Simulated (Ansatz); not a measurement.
A run for Ansatz (an electronic-structure program): R-PBE0/def2-TZVPP on BFH2OSe (SMILES OB(F)[SeH]), a point of a torsion scan.

Ansatz 0.2 input:
```yaml
crystal:
  periodic: [false, false, false]
  atoms:
    - {symbol: O, position_ang: [-0.96621839, -0.82309960, 0.29698140]}
    - {symbol: B, position_ang: [-0.23937878, 0.27431314, 0.11997577]}
    - {symbol: F, position_ang: [-0.70876644, 1.31441410, -0.56224213]}
    - {symbol: Se, position_ang: [1.52941831, 0.35523048, 0.86866117]}
    - {symbol: H, position_ang: [-1.84700811, -0.85594745, -0.07941518]}
    - {symbol: H, position_ang: [1.49002638, -0.95707274, 1.44895944]}
basis:
  gaussian:
    orbitals: def2-TZVPP
hamiltonian:
  xc: {name: PBE0}
scf: {lower_state_search: off}
```

The head of its log:

```
WARN ansatz: RAYON_NUM_THREADS=1 ignored (pool sized by the plan → 1); use --threads N
Functional definition: PBE0
these checks for a lower state are left out or cut short: stability, starts, cluster_reference, orbital_swaps, neighbouring_geometries, increment
integrals: 0.08 GiB planned
1006 factors; their error is unknown
mean field: 0.73 GiB planned
mean field evaluation 1: about -70810.1321 eV, gradient 5.5e1 eV
mean field evaluation 2: about -70804.4243 eV, gradient 7.9e1 eV
```

Problem. What total energy does the run end on?

Solution. -2602.4070 hartree.
